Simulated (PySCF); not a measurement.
**Spinor energies of Tb⁴⁺ (terbium, charge +4)**

Start: [Xe] 4f7; 4f5/2 filled at m_j = -5/2, -3/2, -1/2, +1/2, +3/2, +5/2; 4f7/2 filled at m_j = +7/2. Calculated with PySCF 2.14 in x2c-QZVPPall-2c (16s16p12d6f4g1h, 213 functions): generalised Hartree-Fock with the X2C-1e Hamiltonian and a Gaussian nucleus; one run each with spin-orbit coupling (SO) switched off, then screened by Boettger's factors.

| spinor shell | electrons | ε, spin-free (eV) | ε, screened SO (eV) | weight of nominal j (screened SO) | rms radius, screened SO (bohr) |
| --- | --- | --- | --- | --- | --- |
| 1s1/2 | 2 | -52309.9 | -52299.8 | 1.000 | 0.0245 |
| 2s1/2 | 2 | -8839.9 | -8836.7 | 1.000 | 0.0989 |
| 2p1/2 | 2 | -7856.2 | -8383.0 | 1.000 | 0.0847 |
| 3s1/2 | 2 | -2056.3 | -2055.3 | 1.000 | 0.255 |
| 3p1/2 | 2 | -1746.8 | -1857.6 | 1.000 | 0.246 |
| 3p3/2 | 4 | -1746.8 | -1698.9 | 1.000 | 0.260 |
| 3d3/2 | 4 | -1341.8 | -1362.2 | 0.994 | 0.232 |
| 3d5/2 | 6 | -1341.8 | -1327.2 | 0.996 | 0.236 |
| 4s1/2 | 2 | -475.36 | -475.06 | 1.000 | 0.574 |
| 4p1/2 | 2 | -370.36 | -396.96 | 0.967 | 0.590 |
| 4p3/2 | 4 | -370.36 | -358.70 | 0.983 | 0.618 |
| 4d3/2 | 4 | -222.64 | -229.21 | 0.725 | 0.664 |
| 4d5/2 | 6 | -222.64 | -218.03 | 0.817 | 0.670 |
| 5s1/2 | 2 | -104.66 | -104.60 | 1.000 | 1.36 |
| 5p1/2 | 2 | -74.870 | -79.245 | 0.936 | 1.49 |
| 5p3/2 | 4 | -74.870 | -72.942 | 0.968 | 1.58 |
| 4f5/2 | 6 | -70.444 | -70.405 | 0.557 | 0.837 |
| 4f7/2 | 1 | -70.444 | -69.858 | 1.000 | 0.842 |

Q: Where does 2p3/2 lie, and what is the 2p spin-orbit splitting (screened SO)?

A: At -7631.8 eV, 751.29 eV above 2p1/2.

| quantity | spin-free | screened SO |
| --- | --- | --- |
| E (hartree) | -11698.21714 | -11706.34373 |
| M_J | 7/2 | 7/2 |
| ⟨J²⟩ | 15.755 | 15.755 |
| ⟨L²⟩ | 0.000 | 0.120 |
| ⟨S²⟩ | 15.755 | 15.646 |

Each row is a mean over spinors that exchange with the open shell spreads, by up to 20.741 eV (4d5/2).

Rows whose weight is well below 1 are mixtures of j = l ± 1/2: exchange outweighs spin-orbit coupling there, and the label is only the starting occupation.

Breit and QED terms are absent; they matter most for the inner s and p1/2 levels.

Densities and radii are taken from the X2C orbitals without a picture-change correction, which distorts them close to the nucleus.

Without spin-orbit coupling the j labels of p, d and f shells carry no meaning; the spin-free column gives the mean over the occupied spinors of each nl shell.
